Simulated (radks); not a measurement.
Q: Species: Bi34+. Configuration: [Kr] 4d10 4f3 (the NIST ground configuration). All-electron calculation, Dirac Kohn-Sham, relativistic LDA (MacDonald-Vosko exchange, VWN5 correlation), spin-unpolarised, spherical densities, finite nucleus; open shells fill j = l - 1/2 first; Fermi nuclear charge, rms radius 5.5211 fm. Program: a radial shooting solver on a logarithmic mesh with Libxc functionals. Some entries of the table are withheld. Estimate them.

| orbital | occ. | eigenvalue (hartree) | r(max) (bohr) | <1/r> (bohr^-1) |
|---|---|---|---|---|
| 1s1/2 | 2 | -3346.931 | 0.009715 | 102.6 |
| 2s1/2 | 2 | -640.5049 | 0.05669 | 25.44 |
| 2p1/2 | 2 | -617.8835 | 0.04137 | 25.41 |
| 2p3/2 | 4 | -533.8770 | 0.04917 | 20.18 |
| 3s1/2 | 2 | (1) | 0.1592 | 9.375 |
| 3p1/2 | 2 | -180.1792 | 0.1481 | 9.288 |
| 3p3/2 | 4 | -161.1813 | 0.1637 | 7.924 |
| 3d3/2 | 4 | -144.2518 | 0.1269 | 7.819 |
| 3d5/2 | 6 | -140.2002 | 0.1311 | 7.517 |
| 4s1/2 | 2 | -76.11094 | 0.3482 | 4.229 |
| 4p1/2 | 2 | (2) | (3) | 4.143 |
| 4p3/2 | 4 | (4) | (5) | 3.680 |
| 4d3/2 | 4 | (6) | 0.3571 | 3.542 |
| 4d5/2 | 6 | (7) | 0.3649 | 3.441 |
| 4f5/2 | 3 | (8) | 0.3043 | 3.234 |
| 4f7/2 | 0 | (9) | 0.3074 | 3.198 |

A: 
(1) 3s1/2 eigenvalue (hartree): -190.4511
(2) 4p1/2 eigenvalue (hartree): -71.59736
(3) 4p1/2 r(max) (bohr): 0.3439
(4) 4p3/2 eigenvalue (hartree): -66.16298
(5) 4p3/2 r(max) (bohr): 0.3717
(6) 4d3/2 eigenvalue (hartree): -58.82365
(7) 4d5/2 eigenvalue (hartree): -57.71875
(8) 4f5/2 eigenvalue (hartree): -48.57211
(9) 4f7/2 eigenvalue (hartree): -48.26688
